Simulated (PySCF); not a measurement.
Geometry:
```
atom   x (Å)   y (Å)   z (Å)
  C1  -3.918   0.627   0.171
  C2  -2.821   0.162   0.060
  C3  -1.474  -0.353  -0.069
  C4  -0.444   0.787   0.023
  C5   0.908   0.277  -0.104
  C6   2.012  -0.176  -0.214
  C7   3.355  -0.699  -0.343
  H8  -4.887   1.015   0.267
  H9  -1.287  -1.082   0.725
 H10  -1.373  -0.864  -1.031
 H11  -0.550   1.298   0.984
 H12  -0.633   1.516  -0.772
 H13   3.749  -0.966   0.638
 H14   4.006   0.051  -0.792
 H15   3.353  -1.587  -0.976
```

Geometry: GFN2-xTB; GIAO shifts from PySCF, gas phase, non-relativistic, averaged over equivalent atoms.

At HF/pcSseg-0 (79 basis functions):
```
      atoms  δ (ppm)
         C2     93.0
         C5     92.2
         C6     92.1
         C1     89.1
         C4     18.8
         C3     18.2
         C7      4.8
    H11/H12     2.46
     H9/H10     2.38
         H8     2.25
H13/H14/H15     2.09
```

References, each an isolated molecule treated in the same way: TMS for 13C (σ = 202.47 ppm), 1H (σ = 33.98 ppm).

Q: What do these become at PBE0/pcSseg-1?

A: 
```tsv
atoms	δ at PBE0/pcSseg-1	change
C2	88.2	-4.8
C5	84.5	-7.7
C6	83.8	-8.3
C1	75.5	-13.6
C4	23.1	+4.3
C3	22.7	+4.5
C7	4.7	-0.1
H11/H12	2.52	+0.06
H9/H10	2.46	+0.08
H8	1.37	-0.88
H13/H14/H15	1.94	-0.15
```

Scale: 13C (186.93 ppm) and 1H (31.72 ppm) vs TMS (reference shieldings calculated alike).

The largest change is at C1 (terminal alkyne carbon). Cost: 159 basis functions, 17 s wall time on 1 thread of an Intel Xeon 6975P-C, shared host. The order of the carbon signals is the same at both levels.
